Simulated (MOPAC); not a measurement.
MOPAC input (PM3):

```
PM3 PRECISE GNORM=0.05 LET XYZ UHF MS=0.5 GEO-OK AUX(PRECISION=9) THREADS=1
CH7N2Si

C     1.52643400 1   -0.85640200 1    0.29538500 1
Si   -0.02776100 1   -0.05656500 1   -0.41948800 1
N    -1.50890500 1   -0.68804500 1    0.19186900 1
N     0.01886600 1    1.59440100 1    0.10661900 1
H     1.53674000 1   -0.73628500 1    1.38312400 1
H     2.43156000 1   -0.40569000 1   -0.11746600 1
H     1.54768400 1   -1.92276200 1    0.06737800 1
H    -2.04538800 1   -1.39369000 1   -0.28162100 1
H    -2.00581400 1   -0.26061900 1    0.95852000 1
H    -0.70930100 1    2.23293200 1   -0.17604900 1
H     0.90485200 1    2.07194400 1    0.17721800 1
```

Output:

```
 *******************************************************************************
 **                                                                           **
 **                              MOPAC v23.2.5                                **
 **                                                                           **
 *******************************************************************************
 ** MOPAC's Digital Object Identifier: https://doi.org/10.5281/zenodo.6511958 **
 **                                                                           **
 ** Please cite the open-source release paper for use of this MOPAC version:  **
 ** J. E. Moussa and J. J. P. Stewart (2026)                                  **
 ** MOPAC: An open-source semiempirical molecular orbital program             **
 ** J. Open Source Softw., 11(119), 8025, https://doi.org/10.21105/joss.08025 **
 *******************************************************************************

                              PM3 CALCULATION RESULTS

 *******************************************************************************
 *  PM3        - The PM3 Hamiltonian to be used
 *  GEO-OK     - OVERRIDE INTERATOMIC DISTANCE AND OTHER SAFETY CHECKS
 *  UHF        - UNRESTRICTED HARTREE-FOCK CALCULATION
 *  MS=        - IN MECI, MAGNETIC COMPONENT OF SPIN =  0.5
 *  LET        - OVERRIDE SOME SAFETY CHECKS
 *  PRECISE    - TIGHTER CRITERIA TO BE USED
 *  XYZ        - CARTESIAN COORDINATE SYSTEM TO BE USED
 *  GNORM      - EXIT WHEN GRADIENT NORM DROPS BELOW 0.050
 *  AUX        - OUTPUT AUXILIARY INFORMATION
 *******************************************************************************
PM3 PRECISE GNORM=0.05 LET XYZ UHF MS=0.5 GEO-OK AUX(PRECISION=9) THREADS=1
 CH7N2Si

   ATOM   CHEMICAL          X               Y               Z
  NUMBER   SYMBOL      (ANGSTROMS)     (ANGSTROMS)     (ANGSTROMS)

     1       C          1.52643400  *  -0.85640200  *   0.29538500  *
     2      Si         -0.02776100  *  -0.05656500  *  -0.41948800  *
     3       N         -1.50890500  *  -0.68804500  *   0.19186900  *
     4       N          0.01886600  *   1.59440100  *   0.10661900  *
     5       H          1.53674000  *  -0.73628500  *   1.38312400  *
     6       H          2.43156000  *  -0.40569000  *  -0.11746600  *
     7       H          1.54768400  *  -1.92276200  *   0.06737800  *
     8       H         -2.04538800  *  -1.39369000  *  -0.28162100  *
     9       H         -2.00581400  *  -0.26061900  *   0.95852000  *
    10       H         -0.70930100  *   2.23293200  *  -0.17604900  *
    11       H          0.90485200  *   2.07194400  *   0.17721800  *

          CARTESIAN COORDINATES

    NO.       ATOM           X           Y           Z

     1         C          1.5264     -0.8564      0.2954
     2        Si         -0.0278     -0.0566     -0.4195
     3         N         -1.5089     -0.6880      0.1919
     4         N          0.0189      1.5944      0.1066
     5         H          1.5367     -0.7363      1.3831
     6         H          2.4316     -0.4057     -0.1175
     7         H          1.5477     -1.9228      0.0674
     8         H         -2.0454     -1.3937     -0.2816
     9         H         -2.0058     -0.2606      0.9585
    10         H         -0.7093      2.2329     -0.1760
    11         H          0.9049      2.0719      0.1772

  H: (PM3): J. J. P. STEWART, J. COMP. CHEM. 10, 209 (1989).
  C: (PM3): J. J. P. STEWART, J. COMP. CHEM. 10, 209 (1989).
  N: (PM3): J. J. P. STEWART, J. COMP. CHEM. 10, 209 (1989).
 Si: (PM3): J. J. P. STEWART, J. COMP. CHEM. 10, 209 (1989).

           Empirical Formula: C H7 N2 Si  =    11 atoms

      MOLECULAR POINT GROUP   :   C1

          UHF CALCULATION, NO. OF ALPHA ELECTRONS =   13
                           NO. OF BETA  ELECTRONS =   12

          Geometry optimization using EF

          DIAGONAL MATRIX USED AS START HESSIAN

 CYCLE:     1  GRAD.:    57.867 HEAT: -24.63381
 CYCLE:     2  GRAD.:   323.740 HEAT:-0.5074444
 CYCLE:     3  GRAD.:    64.047 HEAT: -24.89446
 CYCLE:     4  GRAD.:   314.530 HEAT:  5.962432
 CYCLE:     5  GRAD.:   133.098 HEAT: -21.49736
 CYCLE:     6  GRAD.:   226.231 HEAT: -5.244650
 CYCLE:     7  GRAD.:   132.329 HEAT: -20.95344
 CYCLE:     8  GRAD.:   251.255 HEAT: -9.713411
 CYCLE:     9  GRAD.:   171.738 HEAT: -16.48078
 CYCLE:    10  GRAD.:   221.374 HEAT: -8.451933
 CYCLE:    11  GRAD.:   313.970 HEAT: -4.591949
 CYCLE:    12  GRAD.:   131.170 HEAT: -21.45934
 CYCLE:    13  GRAD.:   166.229 HEAT: -19.85929
 CYCLE:    14  GRAD.:   292.506 HEAT: -3.388991
 CYCLE:    15  GRAD.:   187.393 HEAT: -16.38755
 CYCLE:    16  GRAD.:   195.912 HEAT: -11.68662
 CYCLE:    17  GRAD.:   121.369 HEAT: -22.54610
 CYCLE:    18  GRAD.:   183.734 HEAT: -10.79411
 CYCLE:    19  GRAD.:    36.415 HEAT: -28.29860
 CYCLE:    20  GRAD.:    32.963 HEAT: -28.33542
 CYCLE:    21  GRAD.:    11.473 HEAT: -28.80551
 CYCLE:    22  GRAD.:    14.421 HEAT: -28.84736
 CYCLE:    23  GRAD.:     5.662 HEAT: -28.95892
 CYCLE:    24  GRAD.:     7.027 HEAT: -29.10568
 CYCLE:    25  GRAD.:    20.954 HEAT: -29.32913
 CYCLE:    26  GRAD.:    18.029 HEAT: -29.53851
 CYCLE:    27  GRAD.:     6.348 HEAT: -29.86310
 CYCLE:    28  GRAD.:    42.313 HEAT: -29.50960
 CYCLE:    29  GRAD.:     7.626 HEAT: -30.09437
 CYCLE:    30  GRAD.:     6.580 HEAT: -30.24044
 CYCLE:    31  GRAD.:    98.372 HEAT: -26.68892
 CYCLE:    32  GRAD.:     6.833 HEAT: -30.42887
 CYCLE:    33  GRAD.:     5.018 HEAT: -30.54739
 CYCLE:    34  GRAD.:    45.874 HEAT: -30.12267
 CYCLE:    35  GRAD.:     3.331 HEAT: -30.73657
 CYCLE:    36  GRAD.:     4.635 HEAT: -30.82623
 CYCLE:    37  GRAD.:    32.571 HEAT: -30.70655
 CYCLE:    38  GRAD.:     6.185 HEAT: -30.94053
 CYCLE:    39  GRAD.:     7.276 HEAT: -30.98995
 CYCLE:    40  GRAD.:    43.650 HEAT: -30.57238
 CYCLE:    41  GRAD.:     4.485 HEAT: -31.10622
 CYCLE:    42  GRAD.:     4.300 HEAT: -31.16039
 CYCLE:    43  GRAD.:    31.420 HEAT: -30.96382
 CYCLE:    44  GRAD.:     2.091 HEAT: -31.24243
 CYCLE:    45  GRAD.:     2.669 HEAT: -31.27400
 CYCLE:    46  GRAD.:    20.700 HEAT: -31.18197
 CYCLE:    47  GRAD.:     2.228 HEAT: -31.31223
 CYCLE:    48  GRAD.:     2.581 HEAT: -31.32628
 CYCLE:    49  GRAD.:     9.940 HEAT: -31.32434
 CYCLE:    50  GRAD.:     2.159 HEAT: -31.35220
 CYCLE:    51  GRAD.:     2.044 HEAT: -31.35916
 CYCLE:    52  GRAD.:     4.636 HEAT: -31.37493
 CYCLE:    53  GRAD.:     1.231 HEAT: -31.38705
 CYCLE:    54  GRAD.:     1.296 HEAT: -31.39122
 CYCLE:    55  GRAD.:     1.256 HEAT: -31.39946
 CYCLE:    56  GRAD.:     2.955 HEAT: -31.40169
 CYCLE:    57  GRAD.:     1.804 HEAT: -31.40418
 CYCLE:    58  GRAD.:     1.279 HEAT: -31.40789
 CYCLE:    59  GRAD.:     1.675 HEAT: -31.41267
 CYCLE:    60  GRAD.:     1.272 HEAT: -31.41463
 CYCLE:    61  GRAD.:     0.695 HEAT: -31.41608
 CYCLE:    62  GRAD.:     0.597 HEAT: -31.41705
 CYCLE:    63  GRAD.:     0.572 HEAT: -31.41771
 CYCLE:    64  GRAD.:     0.312 HEAT: -31.41822
 CYCLE:    65  GRAD.:     0.285 HEAT: -31.41845
 CYCLE:    66  GRAD.:     0.329 HEAT: -31.41857
 CYCLE:    67  GRAD.:     0.243 HEAT: -31.41864
 CYCLE:    68  GRAD.:     0.158 HEAT: -31.41868
 CYCLE:    69  GRAD.:     0.140 HEAT: -31.41870
 CYCLE:    70  GRAD.:     0.063 HEAT: -31.41874
 CYCLE:    71  GRAD.:     0.038 HEAT: -31.41875

     GRADIENT =  0.03759 IS LESS THAN CUTOFF =  0.05000

 -------------------------------------------------------------------------------
 PM3 PRECISE GNORM=0.05 LET XYZ UHF MS=0.5 GEO-OK AUX(PRECISION=9) THREADS=1
 CH7N2Si

     GEOMETRY OPTIMISED USING EIGENVECTOR FOLLOWING (EF).
     SCF FIELD WAS ACHIEVED

                              PM3 CALCULATION
                                                       MOPAC v23.2.5 Linux

          FINAL HEAT OF FORMATION =        -31.41875 KCAL/MOL =    -131.45603 KJ/MOL

          COSMO AREA              =        117.58 SQUARE ANGSTROMS
          COSMO VOLUME            =        106.18 CUBIC ANGSTROMS

          GRADIENT NORM           =          0.03759          =       0.01133 PER ATOM
          IONIZATION POTENTIAL    =          6.725878 EV
          ALPHA SOMO LUMO (EV)    =         -6.726  0.847
          BETA  SOMO LUMO (EV)    =         -8.841 -0.613
          NO. OF ALPHA ELECTRONS  =         13
          NO. OF BETA  ELECTRONS  =         12
          MOLECULAR WEIGHT        =         75.1652         POINT GROUP:  Cs

          MOLECULAR DIMENSIONS (Angstroms)

            Atom       Atom       Distance
            H    10    H     7     4.78461
            H     9    H     6     4.22074
           Si     2    H     5     1.67290

          SCF CALCULATIONS        =         72

   ATOM   CHEMICAL          X               Y               Z
  NUMBER   SYMBOL      (ANGSTROMS)     (ANGSTROMS)     (ANGSTROMS)

     1       C          1.48154007  *  -0.92020060  *   0.22534908  *
     2      Si         -0.02366544  *   0.01709046  *  -0.34164508  *
     3       N         -1.51011269  *  -0.70629156  *   0.27765043  *
     4       N          0.03312638  *   1.70670224  *   0.16688357  *
     5       H          1.62189432  *  -0.88349300  *   1.31169366  *
     6       H          2.39358592  *  -0.51872522  *  -0.23067404  *
     7       H          1.42245900  *  -1.97763115  *  -0.05602842  *
     8       H         -1.55828999  *  -1.70046498  *   0.33611652  *
     9       H         -2.37925222  *  -0.34359080  *  -0.04970126  *
    10       H         -0.67231566  *   2.32236868  *  -0.17593477  *
    11       H          0.91695098  *   2.16817206  *   0.16204892  *

                             CARTESIAN COORDINATES

   1    C        1.481540073    -0.920200600     0.225349082
   2   Si       -0.023665441     0.017090461    -0.341645084
   3    N       -1.510112685    -0.706291556     0.277650426
   4    N        0.033126383     1.706702244     0.166883566
   5    H        1.621894318    -0.883493005     1.311693659
   6    H        2.393585923    -0.518725223    -0.230674044
   7    H        1.422458999    -1.977631147    -0.056028419
   8    H       -1.558289990    -1.700464977     0.336116523
   9    H       -2.379252224    -0.343590796    -0.049701263
  10    H       -0.672315659     2.322368680    -0.175934773
  11    H        0.916950984     2.168172063     0.162048918

           Empirical Formula: C H7 N2 Si  =    11 atoms

      MOLECULAR POINT GROUP   :   Cs

          ALPHA EIGENVALUES
 -29.22925 -27.79461 -27.71293 -15.74231 -15.24545 -14.89797 -13.71679 -13.69965
 -12.35340 -11.41977 -10.70827  -9.85986  -6.72588   0.84657   0.85054   1.24176
   4.45094   4.47917   4.65304   4.70313   4.73656   5.52959   5.65144

           BETA EIGENVALUES
 -29.17174 -27.70507 -27.61825 -15.67060 -15.19280 -14.83344 -13.65494 -13.45836
 -12.25511 -11.24578  -9.56230  -8.84133  -0.61329   1.07917   1.64228   1.64775
   4.49584   4.50713   4.67363   4.73370   4.79015   5.55706   5.69178

              NET ATOMIC CHARGES AND DIPOLE CONTRIBUTIONS

  ATOM NO.   TYPE          CHARGE      No. of ELECS.   s-Pop       p-Pop
    1          C          -0.325843        4.3258     1.16160     3.16425
    2         Si           0.260684        3.7393     1.26531     2.47401
    3          N          -0.149218        5.1492     1.39733     3.75189
    4          N          -0.149482        5.1495     1.39743     3.75205
    5          H           0.061676        0.9383     0.93832
    6          H           0.062603        0.9374     0.93740
    7          H           0.062039        0.9380     0.93796
    8          H           0.044874        0.9551     0.95513
    9          H           0.043901        0.9561     0.95610
   10          H           0.043918        0.9561     0.95608
   11          H           0.044847        0.9552     0.95515
 DIPOLE           X         Y         Z       TOTAL
 POINT-CHG.    -0.448     0.253    -0.737     0.899
 HYBRID         0.249    -0.137     0.453     0.535
 SUM           -0.198     0.116    -0.284     0.366

          ATOMIC ORBITAL ELECTRON POPULATIONS

     Atom    s        px        py        pz
    1  C   1.16160   1.07807   1.05212   1.03405
    2 Si   1.26531   0.77133   0.76683   0.93584
    3  N   1.39733   1.05944   1.06968   1.62277
    4  N   1.39743   1.03545   1.07746   1.63913
    5  H   0.93832
    6  H   0.93740
    7  H   0.93796
    8  H   0.95513
    9  H   0.95610
   10  H   0.95608
   11  H   0.95515

                    (SZ)    =    0.500000
                    (S**2)  =    0.773678

          ATOMIC ORBITAL SPIN POPULATIONS

    Atom   Total    s     px     py     pz
         Atomic
    1  C  0.0191  0.003  0.008  0.004  0.003
    2 Si  0.5681  0.173 -0.009 -0.029  0.433
    3  N  0.2154 -0.016  0.021  0.001  0.209
    4  N  0.2143 -0.016  0.011  0.019  0.201
    5  H  0.0188  0.019
    6  H -0.0019 -0.002
    7  H -0.0027 -0.003
    8  H -0.0073 -0.007
    9  H -0.0083 -0.008
   10  H -0.0083 -0.008
   11  H -0.0073 -0.007

 **********************
 *                    *
 * JOB ENDED NORMALLY *
 *                    *
 **********************

 == MOPAC DONE ==
```

The geometry given is a B3LYP-D3(BJ)/def2-TZVP minimum.
